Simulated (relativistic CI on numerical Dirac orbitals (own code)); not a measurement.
**Radial parameters of Pm46+**

Calculated at this level of theory: Dirac-Coulomb-Breit CI, separate exchange-only KLI orbitals for each configuration, QED by a radiative potential, unscaled Slater integrals (own radial code, finite nucleus).

Slater integrals F^k, G^k are unscaled and averaged over j, outside the closed core [Ne]; ζ comes from projecting the Hamiltonian with its Breit term on Σ l·s of the shell.

- 3s2.3p3: F^2(3p,3p) = 427470, ζ(3p) = 768680 cm⁻¹; <r>(3p) = 0.2301, <r^2>(3p) = 0.06117 (bohr units).
- 3s.3p4: F^2(3p,3p) = 427240, G^1(3s,3p) = 539360, ζ(3p) = 768470 cm⁻¹; <r>(3s) = 0.2367, <r^2>(3s) = 0.06392, <r>(3p) = 0.2302, <r^2>(3p) = 0.06124 (bohr units).
- 3s2.3p2.3d: F^2(3p,3p) = 427110, ζ(3p) = 767880, F^2(3p,3d) = 430390, G^1(3p,3d) = 446490, G^3(3p,3d) = 302080, ζ(3d) = 104260 cm⁻¹; <r>(3p) = 0.2303, <r^2>(3p) = 0.06128, <r>(3d) = 0.2032, <r^2>(3d) = 0.04759 (bohr units).

Averages of the first 10 configurations, taken without configuration mixing, which lowers the lowest level and can move excited configurations by several eV; other configurations of the list can lie among them:

```
Configuration  Parity  States  Average energy above the lowest level (eV)
      3s2.3p3     odd      20                                       148.2
       3s.3p4    even      30                                       384.9
   3s2.3p2.3d    even     150                                       400.0
          3p5     odd       6                                       640.2
    3s.3p3.3d     odd     400                                       628.8
       3p4.3d    even     150                                       876.1
   3s.3p2.3d2    even    1350                                       879.9
 3s2.3p.3d.4p    even     360                                      2184.3
       3p4.4s    even      30                                      2317.6
 3s.3p2.3d.4s    even     600                                      2310.7
```
